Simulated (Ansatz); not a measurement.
Reaction (formal exchange of groups at the Si–S bond): `O[SiH2]SC[SiH3]` + `C=CCl` → `O[SiH2]/C=C/Cl` + `[SiH3]CS`

Gas-phase electronic energies from Ansatz, PBE0-D4/def2-TZVP geometries. CCSD(T)/CBS adds triple-zeta CCSD(T) − MP2 to the extrapolated MP2 energy (def2 sets, frozen cores). This one scheme is used for every species. DFT in def2-TZVPP. One conformer a species, not always the lowest.

`O[SiH2]SC[SiH3]`:

Cartesian coordinates in Å:
```
O 1.889 2.298 -1.418
Si 1.266 0.870 -0.903
S -0.832 1.108 -0.572
C -1.069 0.076 0.917
Si -1.006 -1.747 0.469
H 1.639 3.081 -0.923
H 1.604 -0.087 -1.979
H 1.827 0.410 0.399
H -0.330 0.337 1.676
H -2.052 0.345 1.310
H -1.182 -2.599 1.678
H -2.074 -2.054 -0.514
H 0.320 -2.039 -0.139
```

`C=CCl`:

Z-matrix (Å, degrees):
```
C
C 1 1.320
H 1 1.083 2 119.4
H 1 1.083 2 122.2 3 180.0
Cl 2 1.721 1 123.5 3 -180.0
H 2 1.083 1 123.6 3 -0.0
```

`O[SiH2]/C=C/Cl`:

Z-matrix (Å, degrees):
```
Si
C 1 1.856
O 1 1.648 2 110.8
H 1 1.483 2 110.5 3 117.7
H 1 1.490 2 108.7 3 -122.3
C 2 1.325 1 120.8 3 -6.5
H 2 1.088 1 120.4 3 173.6
H 3 0.958 1 117.6 2 -83.3
Cl 6 1.724 2 124.2 1 179.9
H 6 1.084 2 123.5 1 -0.4
```

`[SiH3]CS`:

Z-matrix (Å, degrees):
```
Si
C 1 1.878
H 1 1.489 2 110.7
H 1 1.484 2 109.8 3 121.0
H 1 1.488 2 108.8 3 -119.4
S 2 1.813 1 111.4 3 177.0
H 2 1.092 1 112.3 3 52.0
H 2 1.093 1 109.3 3 -67.0
H 6 1.343 2 97.3 1 -50.2
```

Problem. Is it downhill or uphill in electronic energy at CCSD(T)/CBS, and by how much? (Best estimate.)

Solution. The calculation gave: Uphill: ΔE = +53.4 kJ/mol.

Problem. What do these levels give: PBE-D4, r2SCAN-D4, B2PLYP, SCS-MP2/def2-TZVPP, MP2/def2-QZVPP, SCS-MP2/def2-QZVPP? (Best estimate.)

Solution. The calculation gave: PBE-D4 54.1, r2SCAN-D4 52.7, B2PLYP 48.7, SCS-MP2/def2-TZVPP 49.3, MP2/def2-QZVPP 54.1, SCS-MP2/def2-QZVPP 51.4 kJ/mol.

Largest T1 diagnostic among the species: 0.012.

In def2-TZVPP, CCSD(T) changes the Hartree–Fock value by +4.2 kJ/mol (the triples alone add +1.4 kJ/mol) and MP2 by +6.5 kJ/mol. The D4 term adds +5.6 kJ/mol with B3LYP and +3.0 kJ/mol with PBE0; it sums over pairs of atoms, weighted by their polarisabilities, and B3LYP, whose exchange is more repulsive, gets the larger term.

B3LYP here is the variant with VWN-RPA as its local correlation; programs differ in this.
